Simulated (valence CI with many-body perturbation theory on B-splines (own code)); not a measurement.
The numbers below are computed, except where a source is named.
# Assign the levels of V¹⁶⁺

Method: relativistic CI+MBPT: five valence electrons over a frozen Dirac-Fock core [He], radial functions for each j: 9 s, 9 p, 8 d, 6 f, 3 g, 1 h, with the one-electron correlation potential Σ1, the two-electron term Σ2, the three-electron term Σ3, Breit, model QED; selected CI, second order for the rest (own B-spline code, finite nucleus).

No measured levels were compared; by estimate levels of excited configurations hold to 0.05 to 0.15 % of their energy, terms of the ground configuration to about 0.5 %. Among the levels kept, up to 1900 cm⁻¹ of a level comes from second order outside the variational space, and about a tenth of that is noise between levels of different J, which matters for small intervals.

| No. | J | Parity | E (cm⁻¹) | g |
| --- | --- | --- | --- | --- |
| 1 | 3/2 | odd | 0 | 1.962 |
| 2 | 3/2 | odd | 121270 | 0.914 |
| 3 | 5/2 | odd | 140600 | 1.197 |
| 4 | 1/2 | odd | 211870 | 0.662 |
| 5 | 3/2 | odd | 240930 | 1.251 |
| 6 | 5/2 | even | 627710 | 1.592 |
| 7 | 3/2 | even | 666340 | 1.727 |
| 8 | 1/2 | even | 681750 | 2.652 |
| 9 | 3/2 | even | 867470 | 0.814 |
| 10 | 5/2 | even | 873440 | 1.203 |
| 11 | 1/2 | even | 1000700 | 1.778 |
| 12 | 3/2 | even | 1039600 | 1.319 |
| 13 | 1/2 | even | 1094100 | 0.900 |
| 14 | 3/2 | odd | 1637300 | 1.331 |

Energies count from the lowest level. Strongly mixed levels and levels close to another of their J and parity are left out, so the numbers can have gaps.

Task: Give configuration and LS term of each level.

Result: 1: 2s2.2p3 4S°; 2: 2s2.2p3 2D°; 3: 2s2.2p3 2D°; 4: 2s2.2p3 2P°; 5: 2s2.2p3 2P°; 6: 2s.2p4 4P; 7: 2s.2p4 4P; 8: 2s.2p4 4P; 9: 2s.2p4 2D; 10: 2s.2p4 2D; 11: 2s.2p4 2S; 12: 2s.2p4 2P; 13: 2s.2p4 2P; 14: 2p5 2P°.
